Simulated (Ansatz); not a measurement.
O3 (SMILES O=[O+][O-]): geometry of the low-spin state from B3LYP-D3(BJ)/def2-TZVP.
(charge 0, multiplicity 1):
```xyz
3

O     -1.071    -0.241     0.000
O     -0.011     0.428     0.000
O      1.081    -0.187     0.000
```
The high-spin state stands at its own minimum; R- takes a restricted low-spin state.

Programs: Ansatz (a quantum-chemistry and plane-wave program) with Gaussian orbitals. Values without a source in brackets are computed.

The gap E(multiplicity 1) − E(multiplicity 3) (kcal/mol) and the share of exact exchange:

```json
[
 {"functional": "R-PBE/def2-TZVPP", "exact exchange (%)": "0", "value": "-24.77"},
 {"functional": "R-PBE0/def2-TZVPP", "exact exchange (%)": "25", "value": "-23.12"},
 {"functional": "R-B3LYP/def2-TZVPP", "exact exchange (%)": "20", "value": "-22.35"},
 {"functional": "R-BHLYP/def2-TZVPP", "exact exchange (%)": "50", "value": "-12.67"},
 {"functional": "R-r2SCAN/def2-TZVPP", "exact exchange (%)": "0", "value": "-20.87"}
]
```

Take the value as linear in the share of exact exchange along PBE and PBE0. Give the slope, say whether the sign turns, and set the other functionals against that line.


Slope: (-23.12 − (-24.77))/2.5 = 0.66 kcal/mol for each 10 %. The line keeps its sign from 0 to 100 %. At 50 % it gives -21.5 kcal/mol. From B3LYP to BHLYP the slope is (-12.67 − (-22.35))/3 = 3.23 for each 10 %. BHLYP, at 50 %, lies 8.8 from the PBE line. B3LYP, at 20 %, lies 1.1 from the PBE line. r2SCAN, with none, stands 3.9 from PBE.

Doubts at one or more of the structures used: a restricted determinant that unrestricted orbitals would lower (R-PBE0/def2-TZVPP, R-B3LYP/def2-TZVPP, R-BHLYP/def2-TZVPP, R-r2SCAN/def2-TZVPP).
